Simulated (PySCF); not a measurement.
# How methods differ on the excitation energy of P

P [Ne] 3s2 3p3 (4S) → P [Ne] 3s1 3p3 3d1 (6D), as a difference of total energies. Calculation: PySCF 2.14, in aug-cc-pCVTZ-DK with one added diffuse shell each of s, p, d, f type (9s8p6d4f, 91 functions); scalar relativity by spin-free X2C-1e. Correlated levels: valence: [Ne] frozen. The calculations carry no spin-orbit coupling.

```
           method  excitation energy (cm⁻¹)
              UHF                     96772
    MP2 (valence)                    109030
SCS-MP2 (valence)                    112620
   CCSD (valence)                    110730
CCSD(T) (valence)                    111480
```

The upper state lies above the first ionisation limit, but in LS coupling its spin forbids autoionisation to the ground ion.

The promoted electron is Rydberg-like, and one or two diffuse shells describe it only roughly, which tends to raise the upper state.
